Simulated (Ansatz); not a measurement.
(1) Predict a relaxed structure of Li2I3⁻ (the lowest singlet isomer of a short search), charge -1, singlet, at r2SCAN-D4/def2-SVPD (Ansatz).

Results:

(1) 
```csv
atom,x (Å),y (Å),z (Å)
Li1,2.517,0.275,-0.103
Li2,-2.515,-0.266,0.164
I3,5.008,0.582,0.028
I4,-0.025,-0.093,-0.653
I5,-4.985,-0.498,0.563
```
Point group C2v (tolerance 0.1 Å). This is one stationary point.

In the def2 sets I takes a core potential; there is no spin–orbit coupling. The structure comes from a short search, and lower isomers may exist.
